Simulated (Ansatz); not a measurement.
`[BH2][Al]1[CH2][NH]1` + `BN` → `BNB` + `[CH2]1[NH][AlH]1` at 500 K and 1 bar (cleavage of the B–Al bond).

Computed with Ansatz on PBE0-D4/def2-TZVP structures; ΔE is electronic, products minus reactants. CCSD(T)/CBS adds triple-zeta CCSD(T) − MP2 to the extrapolated MP2 energy (def2 sets, frozen cores). This one scheme is used for every species.

| species | CCSD(T)/CBS energy (Eh) | H − E (kJ/mol) | S (J/(mol·K)) |
| --- | --- | --- | --- |
| `[BH2][Al]1[CH2][NH]1` | -362.48517 | 200.4 | 385.0 |
| `BN` | -81.93499 | 148.8 | 257.4 |
| `BNB` | -107.34560 | 187.6 | 299.2 |
| `[CH2]1[NH][AlH]1` | -337.12157 | 155.2 | 310.9 |

H − E and S are ideal-gas, rigid-rotor, harmonic terms from PBE0-D4/def2-TZVP. 1 Eh = 2625.50 kJ/mol, R = 8.31446 J/(mol·K).

Task: By hand: ΔE, ΔH, ΔS and ΔG.

Result: ΔE = (-107.34560) + (-337.12157) − (-362.48517) − (-81.93499) = -0.04701 Eh = -123.4 kJ/mol. Δ(H − E) = 187.6 + 155.2 − 200.4 − 148.8 = -6.4, so ΔH = -129.8 kJ/mol. ΔS = 299.2 + 310.9 − 385.0 − 257.4 = -32.3 J/(mol·K). ΔG = -129.8 − 500 × (-32.3)/1000 = -113.7 kJ/mol.

Task: By hand: the equilibrium constant, and the temperature at which ΔG would vanish if ΔH and ΔS stayed fixed.

Result: log₁₀ K = −ΔG/(RT ln 10) = 11.9. ΔG = 0 at ΔH/ΔS = 4019 K, far beyond where these terms or the molecules hold.

ΔH outweighs TΔS. A doubt of 5 kJ/mol in ΔE shifts log₁₀ K by 0.5 here. Modes under 60 cm⁻¹, often nearly free rotors, make the harmonic entropy too high. These are equilibria of isolated gas molecules and say nothing of rates. Largest T1 diagnostic: 0.016 (customary marks: 0.02 for closed shells, 0.045 for open ones).
